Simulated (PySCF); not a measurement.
Atom-mapped SMILES (the numbers label the heavy atoms): `[CH3:1][SiH2:2][O:3][Si@@H:4]([CH3:5])[C:6](=[O:7])[OH:8]`. Each H is labelled by its parent atom. Ha(Si2) is pro-R; Hb(Si2) is pro-S.

Level of theory: shieldings: GIAO PBE0/pcSseg-1, geometry: GFN2-xTB, in PySCF (fast rotation and ring inversion assumed for equivalent nuclei, single conformer, gas phase, non-relativistic).

δ = σ(ref) − σ, references computed at the same level: TMS for ¹³C, ¹H, ²⁹Si; H2O for ¹⁷O.

```json
{"atoms": "O8", "nucleus": "¹⁷O", "count": "1", "δ (ppm)": "233.3"}
{"atoms": "H(C1)", "nucleus": "¹H", "count": "3", "δ (ppm)": "?"}
{"atoms": "Hb(Si2)", "nucleus": "¹H", "count": "1", "δ (ppm)": "?"}
{"atoms": "O7", "nucleus": "¹⁷O", "count": "1", "δ (ppm)": "499.0"}
{"atoms": "Si4", "nucleus": "²⁹Si", "count": "1", "δ (ppm)": "?"}
{"atoms": "H(C5)", "nucleus": "¹H", "count": "3", "δ (ppm)": "0.45"}
{"atoms": "O3", "nucleus": "¹⁷O", "count": "1", "δ (ppm)": "34.0"}
{"atoms": "Si2", "nucleus": "²⁹Si", "count": "1", "δ (ppm)": "?"}
{"atoms": "C6", "nucleus": "¹³C", "count": "1", "δ (ppm)": "188.6"}
{"atoms": "H(O8)", "nucleus": "¹H", "count": "1", "δ (ppm)": "6.67"}
{"atoms": "C5", "nucleus": "¹³C", "count": "1", "δ (ppm)": "-0.2"}
{"atoms": "C1", "nucleus": "¹³C", "count": "1", "δ (ppm)": "0.0"}
{"atoms": "Ha(Si2)", "nucleus": "¹H", "count": "1", "δ (ppm)": "5.31"}
{"atoms": "H(Si4)", "nucleus": "¹H", "count": "1", "δ (ppm)": "5.17"}
```

Problem. Fill in the missing shifts.

Solution. 
- Hb(Si2): 5.22 ppm, hydrogen on a silicon bonded to C, O
- H(C1): 0.55 ppm, hydrogen on a methyl carbon bonded to Si; an electropositive neighbour shields it, as in TMS itself
- Si2: -16.0 ppm, silicon bonded to C, O, 2 H
- Si4: -34.0 ppm, silicon bonded to 2 C, O, H

OH and NH positions are those of a molecule without intermolecular hydrogen bonds; in solution they move with solvent, concentration and temperature, and exchange usually removes their couplings. Shifts are as computed. Against solution values, carbons near 30 ppm lie about +3 ppm off and those near 130 ppm about +5 ppm. Of 1211 compounds with measured shifts, 218 miss one by over three times the rms of a fit or turn the order of signals round; such compounds aren't used in these exercises. In solution the two oxygens of a carboxylic acid exchange roles by proton transfer and give one 17O line. Hydrogen bonding in solution shields acid and N–H amide carbonyl oxygens by tens of ppm. The C=O carbon of an acid or of an amide with N–H lies up to 10 ppm further downfield in solution, through hydrogen bonding that the calculation lacks. Unscaled 17O shifts of doubly bonded oxygen tend to come out too high, by tens of ppm or more. Experimental scales use liquid or dissolved standards, which lie at an offset from isolated H2O (liquid H2O: subtract about 36 ppm).
